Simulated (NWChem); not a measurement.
Species: CH6O2Si2; SMILES O(C=O)[SiH2][SiH3]

```xyz
11

O     -1.4992     1.1188     0.0000
C     -0.5334     1.8322     0.0000
O      0.7272     1.4255     0.0000
Si     1.2178    -0.2345     0.0000
Si    -0.5996    -1.7161     0.0000
H     -0.5903     2.9410     0.0000
H      2.0750    -0.3778     1.2124
H      2.0750    -0.3778    -1.2124
H     -1.4192    -1.5661    -1.2353
H     -1.4192    -1.5661     1.2353
H      0.0004    -3.0926     0.0000
```
Atoms are numbered in this order, from 1.

All runs: NWChem. Structure relaxed at the PBE0/def2-SVP level. Hybrids' shares of exact exchange are those that their runs print; pure functionals count as 0. The functionals differ in more than this share.

| row | share of exact exchange | highest occupied level (eV) |
|---|---|---|
| PBE/def2-SVP | 0.00 | -6.72 |
| HCTH/407/def2-SVP | 0.00 | -6.92 |
| TPSSh/def2-SVP | 0.10 | withheld |
| B3LYP/def2-SVP | 0.20 | -8.00 |
| BHandHLYP/def2-SVP | 0.50 | -9.45 |
| Hartree-Fock/def2-SVP | 1.00 | -11.21 |

Q: Fit a straight line of the last column on the one before it, predict the withheld value, and compare with the run.

A: 
1. Means of the 5 shown rows: x = 0.340, y = -8.460. Slope Σ(x − x̄)(y − ȳ)/Σ(x − x̄)² = -3.153/0.7120 = -4.428; intercept -6.954.
2. The shown rows scatter about the line by 0.195 (root mean square); the largest residual is -0.28, at BHandHLYP/def2-SVP.
3. At x = 0.10 (TPSSh/def2-SVP; inside the shown range) the line gives -7.40.
4. The run gives -7.51, -0.11 from the line, 0.6 times the scatter.
